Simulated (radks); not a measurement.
Results of a calculation; reference values are marked as such.
These are the eigenvalues of the occupied orbitals of an atom or ion with whole-number occupations (eV). Level of theory: non-relativistic Kohn-Sham, exchange-only B88, spin-polarised, spherical densities, point nucleus (a radial shooting solver on a logarithmic mesh with Libxc functionals).

| orbital | eigenvalue |
|---|---|
| 1s | -8756.793 |
| 2s | -1047.537 |
| 2p | -919.5474 |
| 3s | -118.3984 |
| 3p | -78.6588 |
| 3d | -12.8412 |

Which element is it, and in what charge state? The configuration may be excited. Open shells, if any, are filled with parallel spins first.

Answer. Z = 29, copper, charge +1: Cu+ in [Ar] 3d10. The list shows which subshells hold electrons but not how many an open one holds; the 1s level, -321.81 hartree, gives Z - s = 25.4 by -(Z - s)^2/2, which with screening narrows Z to a few neighbours, and the depths of the outer levels then fix element, charge and occupations together.
